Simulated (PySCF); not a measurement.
Method: PBE-D3(BJ)/def2-TZVP // B3LYP-D3(BJ)/def2-TZVP run with PySCF. Gas-phase values, no solvent. One relaxed conformer stands for a flexible species; it need not be the lowest. Excitations are Tamm–Dancoff values on a coarser integration grid. The basis has no diffuse functions, so Rydberg states are missing or too high.

Reference species (SMILES): `C[S@@](S)=O` (O–S–S–H torsion 85°) (neutral, multiplicity 1).

- T1 excitation (TDA): 3.38 eV
- HOMO: -5.98 eV

Changed species: `N#CS` (X = cyano; the reference has X = methylsulfinyl).

Problem. Give the shifts of the T1 excitation (TDA) and HOMO.

Solution. the T1 excitation (TDA) increases by 1.35 eV, to 4.73 eV; the HOMO drops by 1.07 eV, to -7.05 eV.
